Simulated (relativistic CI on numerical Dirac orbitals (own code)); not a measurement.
## Co3+ in a cubic cluster: 2p photoemission with charge transfer

Computed with a charge-transfer multiplet model of a cubic metal-ligand cluster with up to 3 ligand holes, Slater and spin-orbit integrals from Dirac-Coulomb-Breit ions, Slater integrals scaled by 0.9. The ground state mixes d6 with configurations of k ligand holes L, whose averages lie at kΔ + k(k − 1)U_dd/2; a core hole lowers each added d electron by U_cd. 300 K, Lorentzian 0.6 eV and Gaussian 0.8 eV FWHM.

Atomic integrals in eV (Slater integrals scaled, ζ unscaled), ground: F2dd 11.345, F4dd 7.087, zeta_d 0.071; with the core hole: F2dd 12.888, F4dd 8.096, zeta_d 0.102, zeta_core 9.658, F2cd 7.721, G1cd 5.944, G3cd 3.382.

Cluster parameters (eV): Δ = 1.4, U_dd = 7.1, 10Dq = 1.55, 10Dq(ligand) = 0.7, V(eg) = 2.65, V(t2g) = -1.18, final-state hopping factor = 1.

```tsv
Case	n_d	d6	d7L	d8L2	d9L3	S
U_cd = 9 eV	6.69	0.40	0.50	0.09	0.00	0.03
U_cd = 9.6 eV	6.69	0.40	0.50	0.09	0.00	0.03
U_cd = 10.2 eV	6.69	0.40	0.50	0.09	0.00	0.03
```

Weights, n_d and S are thermal averages at 300 K. Binding energies count from the first peak over 30 % of the highest in each spectrum, which can be another peak from case to case. The parameters are a model scan and need not match a compound or its usual spin state. Peaks in eV (height, largest 100):
- U_cd = 9 eV: 0.0 (100), 3.3 (9), 5.2 (9), 9.2 (22), 12.8 (10), 15.3 (45), 17.6 (15), 24.4 (10)
- U_cd = 9.6 eV: 0.0 (100), 3.2 (9), 5.2 (9), 9.4 (25), 12.9 (11), 15.3 (46), 17.6 (14), 24.6 (12)
- U_cd = 10.2 eV: 0.0 (100), 3.2 (9), 5.2 (9), 9.6 (30), 12.9 (12), 15.3 (46), 17.5 (13), 19.3 (9), 21.5 (6), 24.9 (15)

Curve for U_cd = 9.6 eV (points under 2 left out, the grid thinned):

```csv
E (eV),Intensity
-2.8,2.1
-2.0,4.0
-1.3,10.3
-0.5,57.9
0.3,84.0
1.1,17.3
1.8,7.1
2.6,7.5
3.4,8.6
4.2,6.8
4.9,8.5
5.7,7.8
6.5,4.9
7.2,6.2
8.0,10.7
8.8,20.5
9.6,24.6
10.3,17.2
11.1,11.1
11.9,9.9
12.7,10.8
13.4,10.0
14.2,11.9
15.0,38.1
15.7,34.9
16.5,11.1
17.3,13.2
18.1,12.2
18.8,8.1
19.6,7.4
20.4,5.3
21.2,4.5
21.9,4.1
22.7,4.2
23.5,6.9
24.2,10.9
25.0,11.5
25.8,9.0
26.6,8.2
27.3,7.0
28.1,3.7
28.9,2.0
33.9,3.2
34.6,3.2
35.4,2.1
```

For the case U_cd = 9 eV, Δ = 1.4 eV is smaller than U_dd = 7.1 eV, the charge-transfer side of the Zaanen-Sawatzky-Allen scheme. With the core hole the configuration with one ligand hole lies at Δ − U_cd = -7.6, -8.2, -8.8 eV from the one without, in the order of the table; where this is negative the screened configuration lies lower.
